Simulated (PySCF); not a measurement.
**A survey of ¹⁵N NMR shifts**

- GIAO PBE0/pcSseg-1 shieldings
- GFN2-xTB geometry
- run in PySCF
- single conformer, non-relativistic, equivalent nuclei averaged, gas phase

Shieldings were converted by a linear fit to measured shifts: ¹⁵N: δ = -148.07 − 0.921σ (rms 6.3 ppm, 71 shifts vs CH3NO2, solution or neat liquid). Occasional misses reach two or three times the rms, and more in compound classes unlike the fitted ones.

Question: Give the ¹⁵N shifts of `C=CCN[SiH2]C=O`, `O=C([SiH3])C1CNC1`, `CN[SiH2]C#C[C@H](F)[SiH2]C`.

Answer: 
```json
{"compound": "C=CCN[SiH2]C=O", "environment": "nitrogen bonded to C, Si, H", "δ (ppm)": "-376.7"}
{"compound": "O=C([SiH3])C1CNC1", "environment": "amine nitrogen", "δ (ppm)": "-374.2"}
{"compound": "CN[SiH2]C#C[C@H](F)[SiH2]C", "environment": "nitrogen bonded to C, Si, H", "δ (ppm)": "-374.7"}
```

Question: Order these by ¹⁵N shift, lowest first.
A. CN[Si@@H]1C=CCO1
B. C=CC1([Si@@H](F)N[SiH3])CC1
C. C#C[Si@@H](F)[C@H]([SiH3])CNC
D. C=C([SiH3])CNC=O
E. C=N[Si@@H]1C[C@@H](F)C[C@H]1[SiH3]

Answer: B (-388.6 ppm, nitrogen bonded to 2 Si, H), A (-363.2 ppm, nitrogen bonded to C, Si, H), C (-335.2 ppm, amine nitrogen), D (-262.9 ppm, amide-type nitrogen), E (-3.4 ppm, imine nitrogen).
